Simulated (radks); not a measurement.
Species: Te2+. Configuration: [Kr] 4d10 5s2 5p2.

Calculated with a radial shooting solver on a logarithmic mesh with Libxc functionals: scalar-relativistic Kohn-Sham, SCAN, spin-unpolarised, spherical densities, finite nucleus; meta-GGA in the generalised Kohn-Sham scheme; Fermi nuclear charge, rms radius 4.7423 fm.

Energy parts (hartree):
total: -6794.59545
kinetic: 7119.06310
electron-nucleus: -16399.69691
Hartree: 2662.02473
exchange-correlation: -175.98636

Orbitals (lengths in bohr, moments of r in powers of bohr; <r^-3> diverges for s and p1/2; r(90%) holds 90 % of the orbital's charge):
| orbital | occ. | eigenvalue (hartree) | r(90%) | <r> | <r^-3> |
|---|---|---|---|---|---|
| 1s | 2 | -1165.093 | 0.0500 | 0.02781 | - |
| 2s | 2 | -179.9208 | 0.185 | 0.1198 | - |
| 2p | 6 | -161.4493 | 0.171 | 0.1048 | 5396 |
| 3s | 2 | -36.64779 | 0.472 | 0.3214 | - |
| 3p | 6 | -30.59195 | 0.480 | 0.3198 | 1024 |
| 3d | 10 | -21.46938 | 0.466 | 0.2968 | 140.5 |
| 4s | 2 | -6.91923 | 1.10 | 0.7654 | - |
| 4p | 6 | -5.03292 | 1.20 | 0.8212 | 192.1 |
| 4d | 10 | -2.27798 | 1.48 | 0.9686 | 19.58 |
| 5s | 2 | -1.22069 | 2.86 | 1.980 | - |
| 5p | 2 | -0.82369 | 3.40 | 2.331 | 21.43 |

The highest occupied level is 5p at -22.414 eV. Summed over all electrons, <r^2> = 40.13 bohr^2, which gives a Langevin (diamagnetic) susceptibility term of -31.8 x 10^-6 cm^3/mol. For comparison, the ionisation energy in NIST's Atomic Spectra Database is 27.84 eV (measured). In exact Kohn-Sham theory the highest level is minus the ionisation energy, but local and semilocal functionals leave it too shallow, through self-interaction and a potential that decays too fast; potentials with the right tail come closer.

Beside tabulated values, note that spin-unpolarised runs miss the spin-polarisation part of the exchange energy of open shells.

Empty levels of this run are not shown, since the potential may be unsettled where no density lies.
